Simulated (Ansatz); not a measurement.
Gas-phase electronic energies from Ansatz, PBE0-D4/def2-TZVP geometries. CCSD(T)/CBS is the MP2 limit (def2-TZVPP, def2-QZVPP) plus CCSD(T) − MP2 in def2-TZVPP, frozen cores. Functionals use def2-TZVPP. One conformer a species, not always the lowest.

`CO[Si]OC` → `O=C(O)C[SiH3]`  (isomerisation)

```
         level  ΔE (kJ/mol)
     r2SCAN-D4         26.9
MP2/def2-TZVPP         39.5
 HF/def2-QZVPP         42.0
CCSD/CBS(def2)         52.0
```

What does CCSD(T)/CBS give? (An estimate is asked.)

Ansatz gave: +48.2 kJ/mol. The listed levels differ from it by -21.3, -8.7, -6.2, 3.8 kJ/mol.

Largest T1 diagnostic among the species: 0.014.
